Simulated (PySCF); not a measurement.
B(F)2(Et) (C₂H₅BF₂), SMILES CCB(F)F.

The structure is a stationary point at PBE-D3(BJ)/def2-SVP. Other conformers were not sampled.

Computed with PBE-D3(BJ)/def2-SVP in PySCF 2.14.0.

Harmonic, unscaled wavenumbers; measured fundamentals usually lie a few per cent lower.

**Question.** List the normal modes with their intensities. (Estimate from the structure and the level; the computed values follow.)

**Answer.** 
| mode | ν (cm⁻¹) | IR (km/mol) | moving atoms (share of kinetic energy) |
|---|---|---|---|
| 1 | 38 | 0.7 | H 45 %, F 28 %, C 27 % |
| 2 | 183 | 0.6 | F 44 %, C 32 %, H 19 % |
| 3 | 202 | 0.6 | H 84 %, C 10 % |
| 4 | 401 | 6.5 | F 53 %, C 30 %, H 11 % |
| 5 | 440 | 1.9 | H 52 %, B 37 % |
| 6 | 498 | 7.5 | F 56 %, C 25 %, H 10 %, B 9 % |
| 7 | 736 | 1.5 | F 52 %, C 30 %, H 15 % |
| 8 | 742 | 36.0 | H 54 %, B 30 %, C 13 % |
| 9 | 952 | 8.6 | H 77 %, C 20 % |
| 10 | 971 | 7.1 | H 67 %, C 18 %, B 14 % |
| 11 | 1048 | 0.4 | C 66 %, H 31 % |
| 12 | 1185 | 76.7 | H 46 %, B 25 %, C 17 %, F 12 % |
| 13 | 1207 | 2.1 | H 80 %, C 18 % |
| 14 | 1337 | 139.8 | H 54 %, B 24 %, C 16 % |
| 15 | 1359 | 86.1 | H 61 %, B 18 %, C 17 % |
| 16 | 1371 | 22.9 | H 66 %, C 16 %, B 16 % |
| 17 | 1389 | 232.1 | B 62 %, F 17 %, H 12 %, C 9 % |
| 18 | 1429 | 6.0 | H 97 % |
| 19 | 1430 | 41.8 | H 90 % |
| 20 | 2961 | 15.4 | H 94 % |
| 21 | 2977 | 24.6 | H 97 % |
| 22 | 2996 | 3.7 | H 91 %, C 9 % |
| 23 | 3063 | 18.5 | H 91 %, C 9 % |
| 24 | 3064 | 17.3 | H 91 %, C 9 % |
